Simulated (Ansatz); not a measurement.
Reaction (substitution at a C–C bond): toluene + `[OH][Sn][OH]` → `C[O][Sn][OH]` + benzene

Isolated molecules relaxed with PBE0-D4/def2-TZVP in Ansatz; ΔE leaves out vibrations. CBS: MP2 limit from def2 TZ/QZ plus the TZ coupled-cluster correction, frozen cores. DFT in def2-TZVPP. Elements past krypton have def2 core potentials. For Sn outer-core shells are correlated without core-valence functions, which leaves a few kJ/mol of doubt a bond. One conformer a species, not always the lowest.

`Cc1ccccc1`:

```xyz
15

C     2.039   -0.066   -0.866
C     0.654   -0.027   -0.294
C    -0.168    1.079   -0.485
C    -1.439    1.129    0.068
C    -1.912    0.068    0.824
C    -1.105   -1.043    1.019
C     0.165   -1.088    0.464
H     2.116    0.551   -1.762
H     2.770    0.311   -0.144
H     2.334   -1.085   -1.125
H     0.193    1.912   -1.079
H    -2.063    2.000   -0.096
H    -2.906    0.103    1.254
H    -1.466   -1.881    1.605
H     0.788   -1.963    0.619
```

`[OH][Sn][OH]`:

```xyz
5

O     0.531    0.909    0.534
Sn   -1.101    0.354   -0.456
O    -0.435   -1.486   -0.653
H     0.575    1.824    0.821
H     0.430   -1.600   -0.246
```

`C[O][Sn][OH]`:

```xyz
8

C    -0.141    0.441    0.944
O     1.124   -0.008    0.547
Sn    1.603   -0.861   -1.176
O    -0.188   -0.835   -2.021
H    -0.882   -0.370    0.977
H    -0.073    0.862    1.952
H    -0.532    1.228    0.285
H    -0.909   -0.456   -1.509
```

`c1ccccc1`:

Z-matrix (Å, degrees):
```
C
C 1 1.387
C 1 1.388 2 120.0
H 1 1.084 2 120.0 3 -180.0
C 2 1.387 1 120.0 3 -0.0
H 2 1.084 1 120.0 3 180.0
C 3 1.387 1 120.0 2 0.0
H 3 1.084 1 120.0 2 180.0
C 5 1.388 2 120.0 1 0.0
H 5 1.084 2 120.0 1 180.0
H 7 1.084 3 120.0 1 180.0
H 9 1.084 5 120.0 2 180.0
```

| level | ΔE (eV) |
| --- | --- |
| r2SCAN0-D4 | 0.72 |
| CCSD(T)/def2-TZVPP | 0.70 |

Q: What does CCSD(T)/CBS give? (Best estimate.)

A: Ansatz gave: +0.72 eV. The listed levels differ from it by 0.00, -0.02 eV.

Largest T1 diagnostic among the species: 0.018.

Leaving LDA and LC-ωPBE aside and taking each functional with its dispersion term where it has one, the values, not all of them listed here, spread over 0.14 eV, from BLYP-D4 to PBE-QIDH. LDA lies +0.06 eV from PBE without D4. From BLYP to BHLYP (50 % exact exchange), in def2-TZVPP and without D4, ΔE moves by +0.04 eV. In def2-TZVPP, CCSD(T) changes the Hartree–Fock value by +0.12 eV (the triples alone add +0.01 eV) and MP2 by +0.20 eV.
